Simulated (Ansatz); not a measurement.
Which is lower?

The two ends of one reaction step of GaH4O2F, singlet (PBE0-D4/def2-TZVP).

A:

```
8
angstrom
Ga -0.4982 0.2569 -0.1777
H 1.6195 -0.9649 0.5249
O -0.0789 0.0942 -1.8834
O -1.5099 -0.9318 0.6439
H 1.7259 -0.2989 0.8559
F -0.0061 1.7040 0.6884
H 0.4396 0.8343 -2.2082
H -1.6919 -0.6940 1.5562
```

B:

```
8
angstrom
Ga -0.1548 -0.4700 -0.2787
H 1.1478 -1.2213 0.1545
O -0.3454 0.3609 -1.8433
O -1.7133 -0.6196 0.5719
H 1.5379 1.2147 1.3651
F 0.7209 1.4266 0.9873
H 0.4648 0.4151 -2.3520
H -1.6579 -1.1066 1.3952
```

Computed with Ansatz 0.2.0 (basis: def2-TZVPP); correlated methods freeze the cores. Filled d shells of the heavier atoms are correlated. The def2 sets are not built for correlating such inner shells, so the correlated values are less sure here. B3LYP uses VWN-RPA correlation.

(1) Which structure is lower at CCSD(T), and by how much? (To be estimated.)

T1 diagnostic: at most 0.014.

Answers

(1) The calculation gives: A, by 52.0 kJ/mol (electronic energy, against the other). By their contacts, A is a complex of GaH₂O₂F ([OH][Ga]([OH])[F]) + H₂ and B is a complex of GaH₃O₂ ([OH][GaH][OH]) + HF.

All methods give the same order:

```json
{"method": "SPW92", "E(B) − E(A) (kJ/mol)": "37.3"}
{"method": "PBE-D4", "E(B) − E(A) (kJ/mol)": "48.4"}
{"method": "BLYP-D4", "E(B) − E(A) (kJ/mol)": "55.4"}
{"method": "r2SCAN-D4", "E(B) − E(A) (kJ/mol)": "54.1"}
{"method": "B97M-V", "E(B) − E(A) (kJ/mol)": "44.8"}
{"method": "PBE0-D4", "E(B) − E(A) (kJ/mol)": "45.7"}
{"method": "B3LYP-D4", "E(B) − E(A) (kJ/mol)": "52.0"}
{"method": "r2SCAN0-D4", "E(B) − E(A) (kJ/mol)": "50.4"}
{"method": "BHLYP-D4", "E(B) − E(A) (kJ/mol)": "50.7"}
{"method": "CAM-B3LYP-D4", "E(B) − E(A) (kJ/mol)": "50.5"}
{"method": "wB97X-V", "E(B) − E(A) (kJ/mol)": "52.4"}
{"method": "wB97M-V", "E(B) − E(A) (kJ/mol)": "47.7"}
{"method": "B2PLYP", "E(B) − E(A) (kJ/mol)": "54.6"}
{"method": "PBE-QIDH", "E(B) − E(A) (kJ/mol)": "50.0"}
{"method": "RPA on PBE", "E(B) − E(A) (kJ/mol)": "51.0"}
{"method": "HF", "E(B) − E(A) (kJ/mol)": "53.7"}
{"method": "MP2", "E(B) − E(A) (kJ/mol)": "56.4"}
{"method": "CCSD", "E(B) − E(A) (kJ/mol)": "50.6"}
{"method": "CCSD(T)", "E(B) − E(A) (kJ/mol)": "52.0"}
```

Labels in which every atom is bracketed show which atoms are joined, not bond orders.

For scale, one of the runs: CCSD(T)/def2-TZVPP, 197 basis functions (an equivalent command: `ansatz run in.yaml --threads 4`). Hardware: 4 CPU threads, shared host. Wall time 92 s; peak host memory 2.5 GiB.
